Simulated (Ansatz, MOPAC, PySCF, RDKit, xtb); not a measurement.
Noncovalent pair: PH3 (SMILES P) (first 4 atoms) with HI (SMILES I); geometry from B3LYP-D3(BJ)/def2-TZVP, rigid monomers moved along the line of their centres of mass till P1···H6 is 2.32 Å.
(charge 0, multiplicity 1):
```xyz
6

P     -0.45874     0.10216     0.23451
H      0.05375    -1.06701    -0.37814
H     -1.74795    -0.02484    -0.33713
H      0.02512     0.97796    -0.76738
I      0.05137     0.83283     4.08626
H     -0.15848     0.53247     2.49722
```

Interaction energies are E(AB) − E(A) − E(B) at the monomers' geometry in the complex; basis-set methods are counterpoise corrected. RDKit's UFF carries no charges.

Cores are frozen in the correlated methods. Filled d and f shells under p-block atoms count as core. The state that PM7 reach isn't checked; PM7 holds dispersion and hydrogen-bond terms.

The values were computed with Ansatz (Gaussian orbitals); MOPAC for PM7 (differences of heats of formation); PySCF for the dispersion terms; RDKit for the force fields; xtb for the GFN methods. Each number belongs to the level named beside it. In def2 rows elements past Kr take small-core potentials, without spin–orbit coupling.

```json
[
 {"level": "UFF", "interaction energy (kcal/mol)": "10.91"},
 {"level": "PM7", "interaction energy (kcal/mol)": "1.53"},
 {"level": "GFN1-xTB", "interaction energy (kcal/mol)": "-0.73"},
 {"level": "HF/def2-TZVPPD", "interaction energy (kcal/mol)": "2.99"},
 {"level": "PBE-D4/def2-TZVPPD", "interaction energy (kcal/mol)": "-3.46"},
 {"level": "B3LYP/def2-TZVPPD", "interaction energy (kcal/mol)": "-0.46"},
 {"level": "B3LYP-D3(BJ)/def2-TZVPPD", "interaction energy (kcal/mol)": "-2.38"},
 {"level": "MP2/def2-SVPD", "interaction energy (kcal/mol)": "(withheld)"},
 {"level": "CCSD/def2-SVPD", "interaction energy (kcal/mol)": "(withheld)"}
]
```

Task: What belongs in the gaps?

Result: 
- MP2/def2-SVPD, interaction energy (kcal/mol): -0.56
- CCSD/def2-SVPD, interaction energy (kcal/mol): 1.01

Ansatz is a quantum-chemistry and plane-wave program.
